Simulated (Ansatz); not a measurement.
`C[SiH]([GeH3])C#N` + H₂O → `N#CO` + `C[SiH2][GeH3]` at 700 K and 1 bar (formal hydrolysis of a C–Si bond).

Computed with Ansatz on PBE0-D4/def2-TZVP structures; ΔE is electronic, products minus reactants. CBS: MP2 limit from def2 TZ/QZ plus the TZ coupled-cluster correction, frozen cores. This one scheme is used for every species. For Ge outer-core shells are correlated without core-valence functions, which leaves a few kJ/mol of doubt a bond. Scalar relativity is left out up to krypton. One conformer a species, not always the lowest.

| species | CCSD(T)/CBS energy (Eh) | H − E (kJ/mol) | S (J/(mol·K)) |
| --- | --- | --- | --- |
| `C[SiH]([GeH3])C#N` | -2500.21357 | 298.0 | 529.4 |
| H₂O | -76.37941 | 80.5 | 218.4 |
| `N#CO` | -168.48100 | 90.2 | 286.3 |
| `C[SiH2][GeH3]` | -2408.05773 | 280.1 | 460.4 |

H − E and S are ideal-gas, rigid-rotor, harmonic terms from PBE0-D4/def2-TZVP, for one conformer and one mirror image of each species. 1 Eh = 2625.50 kJ/mol, R = 8.31446 J/(mol·K).

Question: By hand: ΔE, ΔH, ΔS and ΔG.

Answer: ΔE = (-168.48100) + (-2408.05773) − (-2500.21357) − (-76.37941) = 0.05425 Eh = 142.4 kJ/mol. Δ(H − E) = 90.2 + 280.1 − 298.0 − 80.5 = -8.2, so ΔH = 134.2 kJ/mol. ΔS = 286.3 + 460.4 − 529.4 − 218.4 = -1.1 J/(mol·K). ΔG = 134.2 − 700 × (-1.1)/1000 = 135.0 kJ/mol.

Question: By hand: the equilibrium constant, and the temperature at which ΔG would vanish if ΔH and ΔS stayed fixed.

Answer: log₁₀ K = −ΔG/(RT ln 10) = -10.1. ΔH and −TΔS have one sign here, so there is no such temperature.

The number of gas molecules stays the same, so ΔS is small and ΔH decides. A doubt of 5 kJ/mol in ΔE shifts log₁₀ K by 0.4 here. Other conformers and mirror images would add mixing entropy, several J/(mol·K) or more a flexible species. These are equilibria of isolated gas molecules and say nothing of rates. Largest T1 diagnostic: 0.014 (customary marks: 0.02 for closed shells, 0.045 for open ones).

ΔS is within the doubt of such terms, so its sign, and with it that verdict, could turn.
